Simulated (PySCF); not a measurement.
**The potential of point charges around `C[C@H](F)/C=C/[C@@H](C)F`**

Species: `C[C@H](F)/C=C/[C@@H](C)F`. Coordinates (GFN2-xTB, Å) and charges (e) from the PBE0/pcSseg-1 density (PySCF):

```tsv
atom	x	y	z	Mulliken	IAO	Hirshfeld	ESP-fitted
C1	-2.966	-0.255	0.126	-0.2666	-0.4345	-0.1247	-0.5312
C2	-1.810	0.728	-0.024	+0.2040	+0.1884	+0.0698	+0.4861
F3	-1.769	1.167	-1.336	-0.3369	-0.3347	-0.1101	-0.2858
C4	-0.502	0.108	0.364	-0.2003	-0.1738	-0.0607	-0.3185
C5	0.502	-0.107	-0.468	-0.2003	-0.1739	-0.0607	-0.3206
C6	1.809	-0.727	-0.080	+0.2042	+0.1885	+0.0698	+0.4970
C7	2.965	0.256	-0.231	-0.2664	-0.4346	-0.1247	-0.5227
F8	1.767	-1.165	1.232	-0.3369	-0.3347	-0.1101	-0.2896
H9	-3.893	0.211	-0.198	+0.1280	+0.1524	+0.0461	+0.1440
H10	-3.061	-0.556	1.165	+0.1162	+0.1498	+0.0499	+0.1370
H11	-2.782	-1.135	-0.486	+0.1229	+0.1527	+0.0428	+0.1620
H12	-1.991	1.629	0.581	+0.1170	+0.1414	+0.0439	+0.0196
H13	-0.436	-0.180	1.403	+0.1154	+0.1583	+0.0433	+0.1872
H14	0.435	0.181	-1.507	+0.1154	+0.1583	+0.0433	+0.1859
H15	1.991	-1.628	-0.684	+0.1170	+0.1414	+0.0440	+0.0159
H16	2.781	1.136	0.381	+0.1229	+0.1528	+0.0428	+0.1588
H17	3.892	-0.211	0.093	+0.1279	+0.1524	+0.0461	+0.1415
H18	3.060	0.556	-1.270	+0.1162	+0.1498	+0.0499	+0.1335
```

Points outside the species (Å): A (-5.3, 2.9, -0.4); B (4.1, -0.9, -4.8); C (3.3, 6.5, 0.8).

Question: Find the potential V = 14.3996 V·Å × Σ q/r of each set of charges at these points.

Answer: In volts:

```json
{"point": "A", "nearest atom": "H9", "distance (Å)": "3.04", "Mulliken": "+0.069", "IAO": "+0.028", "Hirshfeld": "+0.018", "ESP-fitted": "+0.039"}
{"point": "B", "nearest atom": "H18", "distance (Å)": "3.96", "Mulliken": "+0.155", "IAO": "+0.164", "Hirshfeld": "+0.058", "ESP-fitted": "+0.117"}
{"point": "C", "nearest atom": "H16", "distance (Å)": "5.41", "Mulliken": "+0.010", "IAO": "+0.013", "Hirshfeld": "+0.004", "ESP-fitted": "+0.004"}
```

Question: How far are the other sets from the ESP-fitted one at these points?

Answer: Root-mean-square difference: Mulliken 0.028 V, IAO 0.028 V, Hirshfeld 0.036 V. The ESP scheme fits charges at the nuclei, held to the total charge, to the electrostatic potential on points at 1.4 to 2.0 times the van der Waals radii.

Question: What energy would a point charge of -1 e have at B in the field of the ESP charges, leaving out polarisation?

Answer: -0.117 eV = -11.3 kJ/mol, an attraction.

Geometry: GFN2-xTB, one conformer, isolated molecule.

The values belong to the conformer `[CH3:1][C@H:2]([F:3])/[CH:4]=[CH:5]/[C@@H:6]([CH3:7])[F:8]`: C1–C2–C4–C5 115°, C4–C5–C6–C7 -115°.
